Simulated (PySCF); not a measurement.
# Computed properties of Ga(F)(NH2)2 (FGaH4N2), SMILES [Ga]([F])([NH2])[NH2]

FGaH4N2, SMILES [NH2][Ga]([NH2])[F]. The structure is a stationary point at PBE0-D3(BJ)/def2-SVP. The structure was generated by enumeration; whether it is a known compound was not checked. Other conformers were not sampled. All values are computed for the isolated molecule unless a solvent is named; none is compared with measurement here.

**Structure.** The optimised structure has C2 symmetry. All 18 harmonic modes at PBE0-D3(BJ)/def2-SVP (PySCF) are real, so it is a minimum. With heavy atoms numbered as in [Ga:1]([F:2])([NH2:3])[NH2:6], the shortest bond between them is Ga1–F2 at 1.757 Å and the longest Ga1–N3 at 1.802 Å.

**Vibrations.** The strongest infrared lines (harmonic, unscaled, degenerate partners summed) lie at 241 cm⁻¹ (202 km/mol, H 82 %, Ga 10 %), 174 cm⁻¹ (136 km/mol, N 45 %, Ga 24 %, F 21 %, H 10 %), 787 cm⁻¹ (105 km/mol, H 75 %, N 18 %). The softest mode is at 160 cm⁻¹ and the zero-point energy is 32.9 kcal/mol.

**Electronic structure.** r2SCAN/def2-TZVP (PySCF) places the frontier levels at -6.17 and -0.75 eV, a gap of 5.42 eV, and gives a dipole moment of 2.84 D and a mean polarisability of 40.3 bohr³. PBE/def2-TZVP (PySCF) at the same geometry gives -5.85 and -1.20 eV, so its gap is 0.77 eV narrower. An orbital gap is neither the optical nor the fundamental gap.

**Excitations.** TDA-M06-2X/def2-SVPD (PySCF) has S1 at 5.68 eV (218 nm, f = 0.001, dark); the most intense of the 10 singlets computed lies at 7.43 eV (f = 0.15). T1 (TDA) is at 5.37 eV, 0.31 eV under S1. TDA-PBE/def2-SVPD (PySCF) puts S1 at 4.65 eV. No vertical singlet excitation falls in the visible range (under 3.1 eV).

**NMR.** GIAO shifts at HF/pcSseg-1 (PySCF) (non-relativistic, atoms alike by connectivity averaged): ¹H at 0.8 ppm against TMS; ¹⁹F at -190.0 ppm against CFCl3.
